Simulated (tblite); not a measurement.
Species: C7H7NS (charge -1 and doublet state).
Z-matrix (Å and degrees, GFN2-xTB geometry), rows numbered from 1:
```
S 
C   1  1.6699
C   2  1.4926  1  123.47
C   3  1.4895  2  100.12  1    99.80
C   4  1.4089  3  121.79  2    88.07
C   5  1.3724  4  119.63  3  -174.36
N   6  1.3376  5  124.69  4    -0.28
C   7  1.3409  6  115.57  5     0.82
C   8  1.3714  7  124.72  6    -1.02
H   2  1.0844  1  118.47  3   167.73
H   3  1.0913  2  110.46  1   -18.46
H   3  1.0980  2  112.16  1  -141.50
H   5  1.0835  4  120.00  3     6.00
H   6  1.0872  5  120.56  4  -179.23
H   8  1.0861  7  114.65  6  -179.92
H   9  1.0809  4  119.70  3    -4.84
```

Calculated harmonic vibrations of the isolated species, GFN2-xTB (tblite), most abundant isotopes, no scaling. Errors from tens to a few hundred cm⁻¹ against measured bands are possible. One conformer, not necessarily the lowest. Open shells enter through the occupations alone, without spin polarisation, and single modes of such species can be off by tens of per cent.

Harmonic wavenumbers (cm⁻¹): 55.4, 67.4, 150.3, 231.3, 292.2, 349.3, 377.3, 439.5, 501.6, 529.4, 627.4, 655.9, 768.9, 813.9, 826.3, 852.5, 890.3, 899.1, 973.3, 995.0, 1073.6, 1101.5, 1121.9, 1128.7, 1206.8, 1229.1, 1254.4, 1276.9, 1296.8, 1311.4, 1395.7, 1428.7, 1448.4, 1459.0, 1598.7, 2863.9, 2970.5, 2977.3, 2985.5, 2999.8, 3029.3, 3066.0.

A = 3182, B = 824.0, C = 738.0 MHz; mass 137.030 u (most abundant isotopes); point group C1, symmetry number 1; spin multiplicity 2.

Q: Zero-point energy?

A: Half the sum of the wavenumbers: 25760 cm⁻¹ = 73.65 kcal/mol.

Q: Give the ideal-gas entropy at 298.15 K and 1 bar in the rigid-rotor, harmonic-oscillator model (classical rotation).

A: Translation 40.68, rotation 29.50, vibration 21.68, spin (R ln 2) 1.38: S = 93.2 cal/(mol K).

Q: And Cp and H(298.15 K) − H(0)?

A: Cp = 32.94 cal/(mol K), of which vibrations give 24.99 (their classical limit is 42 R = 83.5); H(298.15 K) − H(0) = 5.87 kcal/mol without the zero-point energy, 3.50 from vibrations.

Q: Which modes carry the vibrational entropy at 298.15 K?

A: 55.4 cm⁻¹: 4.61; 67.4 cm⁻¹: 4.23; 150.3 cm⁻¹: 2.67; 231.3 cm⁻¹: 1.87; 292.2 cm⁻¹: 1.46; 349.3 cm⁻¹: 1.17 cal/(mol K); the other 36 give 5.67 together.

Q: How do the functions run with temperature in this model?

A: 
```
T (K)  S (cal/(mol K))  Cp (cal/(mol K))  H − H(0) (kcal/mol)  G − H(0) (kcal/mol)  ln q(vib)
  100             69.0              15.3                 1.15                -5.74       1.26
  200             82.1              23.7                 3.09               -13.32       3.11
  300             93.4              33.1                 5.93               -22.10       5.04
  500            114.5              49.9                14.32               -42.94       9.13
  800            141.6              65.0                31.79               -81.49      15.30
 1000            156.8              71.2                45.46              -111.37      19.19
```

q(vib) and H(0) count from the zero-point level.

Q: What must be added to the electronic energy to get the Gibbs energy at 298.15 K and 1 bar?

A: ZPE + [H(298.15 K) − H(0)] − T·S = 73.65 + 5.87 − 27.80 = 51.72 kcal/mol.

Hindered rotation and anharmonicity are outside this model. Other conformers, if any are populated, would add a mixing term that is left out. The structure is chiral; the term R ln 2 for an equal mix with its mirror image is left out.

The run took 0.94 s of wall time on one thread of an Arm Neoverse N1, no GPU, shared host with 48 logical CPUs at a one-minute load of 28. The figure is for the frequency step alone.
